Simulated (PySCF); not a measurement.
An unknown shows these calculated signals:

1H NMR (400 MHz, computed): δ 5.30 (m, 1H), 5.19 (m, 1H), 4.35 (m, 1H), 3.95 (m, 1H), 3.88 (m, 1H), 3.79 (m, 1H), 2.32 (m, 1H), 2.04 (m, 1H), 2.00 (m, 1H), 1.64 (m, 1H), 1.33 (m, 1H), 1.24 (m, 1H), 0.67 (m, 1H).

13C{1H} NMR (computed): δ 161.3 (C), 113.9 (CH2), 40.6 (CH), 36.9 (CH2), 29.4 (CH2), 10.8 (CH2).

[PySCF 2.14.0 with density-fitted response routines: σ from GIAO-PBE0/pcSseg-1; geometry: GFN2-xTB; non-relativistic; a single conformation; gas phase]

Chemical shifts δ = σref − σ; 1H and 13C vs TMS, all at this level.

Problem. Which of these does the molecule contain: a Si–H bond, a Si–CH3 group, a tert-butyl group, a non-aromatic C=C double bond, a carboxylic acid?

Solution. 
- A Si–H bond: yes (δH 3.95 (m), 3.88 (m)).
- A Si–CH3 group: no.
- A tert-butyl group: no.
- A non-aromatic C=C double bond: yes.
- A carboxylic acid: no.

The data belong to `[SiH2]1CCC[C@H](C(=C)Cl)[SiH2]1`, C6H13ClSi2; they needn't prove each group on their own.

Carbon signals by region: 1 in the far downfield region (above 160 ppm), 1 in the sp2 and nitrile region (100–160 ppm), 4 below 50 ppm. Above 160 ppm: 161.3, fully substituted alkene carbon.

Carbons that carry Cl, above all several Cl atoms, come out too deshielded, partly because spin–orbit coupling is missing. Shifts are as computed. Against solution values, carbons near 30 ppm lie about +3 ppm off and those near 130 ppm about +5 ppm; carbons on Cl a further +6 ppm. Of 1211 compounds with measured shifts, 218 miss one by over three times the rms of a fit or turn the order of signals round; such compounds aren't used in these exercises. Multiplicities follow the n + 1 count of equivalent neighbours, as no J values were calculated; m marks all less simple cases, F and P coupling included.
